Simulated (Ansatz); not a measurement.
The same path of CH3ClOSi (7 atoms, charge 0, multiplicity 1) was run twice with different band settings. Lost on the way: C1–H6. Made: O3–H6.

All numbers below come from Ansatz 0.2.0, UKS PBE0-D4/def2-SVP.

Relaxed end points:

```xyz
7
Properties=species:S:1:pos:R:3
C -0.099 0.847 -0.168
Si 0.254 -0.905 0.314
O 1.303 -1.405 1.303
Cl -1.003 -2.168 -0.696
H -0.922 0.920 -0.891
H -0.346 1.423 0.737
H 0.814 1.288 -0.599
```

```xyz
7
Properties=species:S:1:pos:R:3
C -0.259 0.888 -0.817
Si -0.082 -0.527 0.089
O 0.717 -0.759 1.506
Cl -0.865 -2.332 -0.417
H -0.832 0.876 -1.746
H 1.137 0.016 1.895
H 0.184 1.838 -0.509
```

Common settings: spring 5.0 eV/Å²; optimiser quadratic models (default); start path through a guess of the saddle point; force threshold 0.05 eV/Å; iteration limit 60; end points relaxed.

| run | movable images | climbing image |
| --- | --- | --- |
| 1 | 7 | yes |
| 2 | 2 | no |

What does each run give, and how far can it be trusted?

Run 1: converged after 14 iterations, highest image 2.605 eV above the first end. A structure lower than the first end lies on the path between it and the top, so the climb from that side starts below the end, which may itself be a saddle point or a shallow side well. Neighbouring images differ by up to 1.7 eV, so the band resolves the path poorly. A vibrational analysis at the climbing image gives one clearly imaginary mode, 1739i cm⁻¹: a first-order saddle point.
Run 2: converged after 9 iterations, highest image 1.338 eV above the first end. Neighbouring images differ by up to 1.3 eV, so the band resolves the path poorly. No image climbed, so the highest image needn't sit at the top of the path. A band with more images between the same ends climbed to 2.60 eV, so this one has probably stepped over the top. So few images can step over the top or miss a turn of the path.
The orbitals stay closed-shell, which can raise the energy where a bond breaks towards radicals; this wasn't checked here.
